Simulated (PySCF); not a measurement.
**Gas-phase XPS of `FB(F)[SiH2]c1cccs1`, computed**

C4H5BF2SSi.
Bonds: F1–B2, B2–F3, B2–Si4, Si4–C5, C5–C6 (aromatic), C6–C7 (aromatic), C7–C8 (aromatic), C8–S9 (aromatic), C5–S9 (aromatic). Hydrogens: H10, H11 on Si4; H12 on C6; H13 on C7; H14 on C8.

Level of theory: delta-SCF UKS SCAN, pcX-2 on the ionised atom, pcseg-1 elsewhere, spin-free X2C (PySCF 2.14.0). Each binding energy is the total energy of the core-ionised species, with the hole localised on one atom, minus that of the ground state; both are solved self-consistently, so orbital relaxation is included.

List the computed XPS lines with their assignment.

```
atom(s)                        environment     level  binding energy (eV)  2p1/2 (eV)  above the level's lowest (eV)  count
     S9              thiophene-type sulfur      S 1s              2477.90           –                           0.00      1
    Si4                       SiH2 silicon     Si 1s              1846.52           –                           0.00      1
  F1/F3               boron-bound fluorine      F 1s               693.60           –                           0.00      2
     C8  aromatic CH next to a ring sulfur      C 1s               290.72           –                          +0.34      1
     C7                 aromatic CH carbon      C 1s               290.43           –                          +0.05      1
     C5        substituted aromatic carbon      C 1s               290.39           –                          +0.01      1
     C6                 aromatic CH carbon      C 1s               290.38           –                           0.00      1
    Si4                       SiH2 silicon  Si 2p3/2               106.76      107.38                           0.00      1
```

The listed C 1s values span 0.34 eV, from C6 (bonded to 2 C (aromatic in the SMILES) and H) to C8 (bonded to S (aromatic in the SMILES), C (aromatic in the SMILES) and H). Summing the Pauling electronegativity differences to the bonded atoms, each weighted by its formal bond order, gives -0.35 for the lowest site and -0.30 for the highest; no listed site has a larger sum than the highest. The smallest sum, -0.60, belongs to C5, 0.01 eV above the lowest. The values 290.38, 290.39 and 290.43 eV lie too close for their order to be trusted.

Which photon energy gives electrons from F 1s of F1/F3 a kinetic energy of 150 eV, and what is their de Broglie wavelength?

hν = 693.60 + 150 = 843.60 eV, recoil neglected; λ = 12.264 Å/√(E/eV) = 1.00 Å.

One atom of each set of topologically equivalent atoms was ionised and stands for the set; in this conformer not all members are related by symmetry, and their own values weren't computed. Not every level is listed. 2p3/2 and 2p1/2 are the ΔSCF energy of one spin-free 2p hole plus the eigenvalues of a spin–orbit and ligand-field matrix of the shell. 2p1/2 minus 2p3/2 (ligand field included): Si 0.62 eV. No level of boron is listed. The structure is a single PBE0-D3(BJ)/def2-SVP conformer in the gas phase; no vibrational or solvent corrections.

The values belong to the conformer `[F:1][B:2]([F:3])[SiH2:4][c:5]1[cH:6][cH:7][cH:8][s:9]1`: F1–B2–Si4–C5 15°, B2–Si4–C5–C6 -12°.
